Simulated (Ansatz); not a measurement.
`BCN=C` + `C1N[SiH2]1` → `BN1C[SiH2]1` + `C=NC` at 500 K and 1 bar (ligand exchange at a B–C bond).

Computed with Ansatz on PBE0-D4/def2-TZVP structures; ΔE is electronic, products minus reactants. CCSD(T)/CBS is the MP2 limit (def2-TZVPP, def2-QZVPP) plus CCSD(T) − MP2 in def2-TZVPP, frozen cores. Each species was taken in one conformer, which may not be the lowest.

```tsv
species	CCSD(T)/CBS energy (Eh)	H − E (kJ/mol)	S (J/(mol·K))
`BCN=C`	-159.15053	241.7	347.2
`C1N[SiH2]1`	-384.79623	184.4	311.5
`BN1C[SiH2]1`	-410.22230	224.2	355.6
`C=NC`	-133.77870	206.0	296.0
```

H − E and S are ideal-gas, rigid-rotor, harmonic terms from PBE0-D4/def2-TZVP, for one conformer and one mirror image of each species. 1 Eh = 2625.50 kJ/mol, R = 8.31446 J/(mol·K).

Question: By hand: ΔE, ΔH, ΔS and ΔG.

Answer: ΔE = (-410.22230) + (-133.77870) − (-159.15053) − (-384.79623) = -0.05424 Eh = -142.4 kJ/mol. Δ(H − E) = 224.2 + 206.0 − 241.7 − 184.4 = 4.1, so ΔH = -138.3 kJ/mol. ΔS = 355.6 + 296.0 − 347.2 − 311.5 = -7.1 J/(mol·K). ΔG = -138.3 − 500 × (-7.1)/1000 = -134.8 kJ/mol.

Question: By hand: the equilibrium constant, and the temperature at which ΔG would vanish if ΔH and ΔS stayed fixed.

Answer: log₁₀ K = −ΔG/(RT ln 10) = 14.1. ΔG = 0 at ΔH/ΔS = 19479 K, far beyond where these terms or the molecules hold.

The number of gas molecules stays the same, so ΔS is small and ΔH decides. A doubt of 5 kJ/mol in ΔE shifts log₁₀ K by 0.5 here. Other conformers and mirror images would add mixing entropy, several J/(mol·K) or more a flexible species. These are equilibria of isolated gas molecules and say nothing of rates. Largest T1 diagnostic: 0.014 (customary marks: 0.02 for closed shells, 0.045 for open ones).
